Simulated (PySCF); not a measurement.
Si(Cl)2 cation (Cl₂Si), SMILES [Si](Cl)Cl (connectivity only; charge and spin as stated), charge +1, multiplicity 2. Atoms are numbered in the order given.

```xyz
3

Si     0.0000     0.0000     0.6689
Cl     0.0000     1.7236    -0.2754
Cl     0.0000    -1.7236    -0.2754
```
Charge +1, spin multiplicity 2.

Coordinates come from a r2SCAN-D4/def2-TZVP optimisation. The multiplicity is an assumed one; other spin states were not compared. The isomer is the one that the SMILES or the coordinates give; other isomers of the formula were not compared.

Level of theory: PBE/def2-TZVPD run with PySCF.

Mulliken values depend strongly on the basis, most of all with diffuse functions as here. ESP charges are fitted to the potential on shells at 1.4 to 2.0 van der Waals radii. Atomic charges (e):

| atom | ESP fit | meta-Löwdin | Mulliken | Mulliken spin |
|---|---|---|---|---|
| Si1 | 0.61 | 0.91 | 0.77 | 0.67 |
| Cl2 | 0.20 | 0.05 | 0.11 | 0.16 |
| Cl3 | 0.20 | 0.05 | 0.11 | 0.16 |
